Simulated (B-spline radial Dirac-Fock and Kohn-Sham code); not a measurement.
# Sm²⁺ 4p1/2: cross section and angular parameters

System: the Sm²⁺ ion in the configuration 1s2 2s2 2p6 3s2 3p6 3d10 4s2 4p6 4d10 4f6 5s2 5p6; threshold 291.4 eV (orbital energy of the model). Calculated with a B-spline atomic structure program, using Dirac-Hartree-Slater photoionisation with a Latter tail; cross sections with all multipoles, angular parameters from the dipole term and its interference with E2.

| hν (eV) | σ (kb) | β | γ | δ |
| --- | --- | --- | --- | --- |
| 400 | 83.8 | 0.373 | -0.069 | 0.073 |
| 423 | 82.5 | 0.536 | -0.002 | 0.071 |
| 455 | 80.5 | 0.716 | 0.087 | 0.066 |
| 666 | 62.6 | 1.300 | 0.333 | 0.028 |
| 827 | 50.5 | 1.468 | 0.310 | 0.014 |
| 1253.6 | 29.8 | 1.634 | 0.135 | 0.002 |
| 1280 | 28.9 | 1.638 | 0.125 | 0.002 |
| 1420 | ? | ? | ? | ? |
| 1530 | 22.2 | 1.670 | 0.052 | 0.000 |
| 2570 | 9.15 | 1.689 | -0.011 | -0.002 |
| 2984.4 | 6.92 | 1.680 | 0.023 | -0.002 |
| 3300 | 5.69 | 1.670 | 0.060 | -0.002 |
| 5414.7 | 2.03 | 1.594 | 0.391 | 0.005 |
| 5530 | 1.94 | 1.590 | 0.410 | 0.006 |
| 5550 | 1.92 | 1.589 | 0.413 | 0.006 |
| 6000 | 1.62 | 1.573 | 0.487 | 0.008 |
| 6860 | 1.19 | 1.543 | 0.624 | 0.013 |
| 6990 | 1.14 | 1.539 | 0.644 | 0.013 |
| 7130 | 1.09 | 1.534 | 0.666 | 0.014 |
| 7310 | 1.03 | 1.528 | 0.693 | 0.015 |
| 9251.7 | 0.586 | 1.468 | 0.972 | 0.029 |

Q: Give the values at 1420 eV.

A: σ = 24.8 kb, β = 1.659, γ = 0.081, δ = 0.000.
